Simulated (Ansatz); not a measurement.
```xyz
2

Nb    0.0000    0.0000    0.0000
B     0.0000    0.0000    2.2816
```

Basis set: pcseg-2 on B; def2-TZVPP on Nb (spherical functions, with the set's core potentials past Kr). Some runs use density fitting. Charge 0, multiplicity 1.

Computed with Ansatz (development build ahead of 0.2.0); each method stands on the lowest determinant of its kind that the runs found. Restricted functionals stand beside restricted open-shell atoms, which can lie above the unrestricted atoms usual in DFT and then raise those values.

The atomization energy at this shape (free ground-state atoms in the same class of orbitals less the molecule, no zero-point energy) of singlet NbB:

```json
{"method": "r²SCAN (restricted)", "atomization energy": "0.43 eV"}
```

Question: What does r²SCAN (unrestricted) give?

Answer: 2.08 eV. Caution: another spin multiplicity may lie lower. Caution for r²SCAN (unrestricted): the unrestricted determinant is a mixture of spin states. Caution for r²SCAN (restricted): an unrestricted determinant lies well below.

The shape needn't be a minimum at these levels.
